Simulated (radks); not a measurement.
Results of a calculation; reference values are marked as such.
Ti IX, 14 electrons, occupied as [Ne] 3s2 3p2. Code: a radial shooting solver on a logarithmic mesh with Libxc functionals. Model: scalar-relativistic Kohn-Sham, LDA (Slater exchange, Perdew-Zunger correlation), spin-polarised, spherical densities, finite nucleus; open shells are filled with parallel spins first; Fermi nuclear charge, rms radius 3.5921 fm. Some entries of the table are withheld. Estimate them.

| orbital | occ. | eigenvalue (hartree) | <1/r> (bohr^-1) | <r^2> (bohr^2) |
|---|---|---|---|---|
| 1s up | 1 | -184.9557 | 21.76 | 0.006536 |
| 1s down | 1 | -184.9151 | 21.76 | 0.006535 |
| 2s up | 1 | -25.89672 | 4.560 | 0.1241 |
| 2s down | 1 | -25.85510 | 4.563 | 0.1238 |
| 2p up | 3 | -22.58122 | 4.473 | 0.1022 |
| 2p down | 3 | -22.53066 | 4.474 | 0.1020 |
| 3s up | 1 | -7.57229 | 1.588 | 0.9153 |
| 3s down | 1 | -7.40397 | 1.581 | 0.9238 |
| 3p up | 2 | -6.63762 | 1.508 | 0.9574 |
| 3p down | 0 | -6.47267 | 1.500 | 0.9695 |
| 3d up | 0 | -5.23647 | 1.337 | 0.9431 |
| 3d down | 0 | -5.08539 | 1.335 | 0.9570 |
| 4s up | 0 | (1) | 0.7716 | 3.805 |
| 4s down | 0 | (2) | 0.7613 | 3.895 |
| 4p up | 0 | -3.04180 | 0.7339 | 4.169 |
| 4p down | 0 | -2.99584 | 0.7242 | 4.277 |
| 4f up | 0 | -2.29748 | 0.6074 | 3.964 |
| 4f down | 0 | -2.23964 | 0.5881 | 4.218 |

Answer. 
(1) 4s up eigenvalue (hartree): -3.37518
(2) 4s down eigenvalue (hartree): -3.32458
